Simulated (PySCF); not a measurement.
Ga(H)(OH)2 (GaH₃O₂), SMILES [OH][GaH][OH].

Coordinates come from a PBE-D3(BJ)/def2-TZVP optimisation. The values are those of a single conformer.

The numbers are results of PBE0/def2-TZVPD in PySCF, not measurements.

Symmetry labels are those of the subgroup Cs that the program uses (full group Cs).

Problem. List the valence orbital energies around the gap with their symmetry. (An estimate is asked for; the answer gives what the named calculation found.)

Solution. 
| orbital | symmetry | energy (eV) |
|---|---|---|
| HOMO−7 | A' | -23.18 |
| HOMO−6 | A' | -14.10 |
| HOMO−5 | A' | -13.17 |
| HOMO−4 | A' | -11.29 |
| HOMO−3 | A' | -9.55 |
| HOMO−2 | A" | -9.35 |
| HOMO−1 | A' | -9.23 |
| HOMO | A" | -8.73 |
| LUMO | A" | -0.72 |
| LUMO+1 | A' | -0.65 |
| LUMO+2 | A' | 0.24 |
| LUMO+3 | A' | 0.72 |
